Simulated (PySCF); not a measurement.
Compound: C5H10GaN.
SMILES: `C=C[CH2][GaH2-][N+]#CC`

Computed with PySCF at CAM-B3LYP/def2-SVPD, non-relativistic, on one gas-phase PBE0-D3(BJ)/def2-SVP geometry that isn't relaxed in the solvent. The solvent is an IEF-PCM continuum (Bondi radii, 1.10 Å for H, scaled by 1.2), and excitations are vertical TDDFT with non-equilibrium linear response and a frozen core. Specific hydrogen bonds and non-electrostatic terms are outside this model. Spin–orbit coupling is left out although an atom past zinc is present.

Gas-phase singlets (H = HOMO, L = LUMO):

| state | E (eV) | λ (nm) | f | leading configurations |
| --- | --- | --- | --- | --- |
| S1 | 5.354 | 232 | 0.026 | H→L+1 93% |
| S2 | 5.432 | 228 | 0.018 | H→L+2 87%, H→L 11% |
| S3 | 5.800 | 214 | 0.091 | H→L 66%, H→L+2 11% |
| S4 | 6.052 | 205 | 0.236 | H→L+3 73%, H→L+5 9% |
| S5 | 6.334 | 196 | 0.043 | H→L+4 81% |

What are the lowest 5 singlets in cyclohexane (ε = 2.017)?

```json
{"state": "S1", "E (eV)": "5.588", "λ (nm)": "222", "f": "0.038", "leading configurations": "H→L 91%", "change by rank (eV)": "+0.234"}
{"state": "S2", "E (eV)": "5.669", "λ (nm)": "219", "f": "0.062", "leading configurations": "H→L+1 67%, H→L+2 28%", "change by rank (eV)": "+0.237"}
{"state": "S3", "E (eV)": "5.945", "λ (nm)": "209", "f": "0.373", "leading configurations": "H→L+3 62%, H→L+4 14%", "change by rank (eV)": "+0.145"}
{"state": "S4", "E (eV)": "6.083", "λ (nm)": "204", "f": "0.054", "leading configurations": "H→L+2 47%, H→L+1 20%", "change by rank (eV)": "+0.031"}
{"state": "S5", "E (eV)": "6.327", "λ (nm)": "196", "f": "0.065", "leading configurations": "H→L+4 76%", "change by rank (eV)": "-0.007"}
```

The ground-state energy changes by -0.156 eV from gas to cyclohexane. By how much does the total energy of gas-phase S1 change?

E(S1) = E(S0) + excitation energy, so it changes by -0.156 + 0.234 = +0.078 eV: it isn't lowered at all, while the ground state is. This is the vertical state, with the slow part of the continuum still set for S0.

How do the frontier levels move from gas to cyclohexane?

| orbital | gas (eV) | solvent (eV) | change (eV) |
| --- | --- | --- | --- |
| LUMO+2 | 0.69 | 0.94 | +0.25 |
| LUMO+1 | 0.61 | 0.88 | +0.27 |
| LUMO | 0.58 | 0.82 | +0.24 |
| HOMO | -7.43 | -7.48 | -0.05 |
| HOMO-1 | -8.75 | -8.95 | -0.20 |
| HOMO-2 | -9.70 | -9.76 | -0.06 |
| HOMO-3 | -10.84 | -10.85 | -0.01 |

The HOMO–LUMO gap goes from 8.02 to 8.30 eV. Rows go by rank; for LUMO, LUMO+1 and LUMO+2 the atom shares or the degeneracy differ between the runs, so the row needn't follow one orbital.

The run took 47 s wall on one thread, Arm Neoverse V2 (aarch64), shared host with 96 logical CPUs at a one-minute load of 30, and the process peaked at 1.4 GiB of memory. This is the whole response run at CAM-B3LYP/def2-SVPD in cyclohexane, SCF included.

Conformer computed: `[CH2:1]=[CH:2][CH2:3][GaH2-:4][N+:5]#[C:6][CH3:7]`: C1–C2–C3–Ga4 -107°, C2–C3–Ga4–N5 49°, C3–Ga4–N5–C6 -27°.
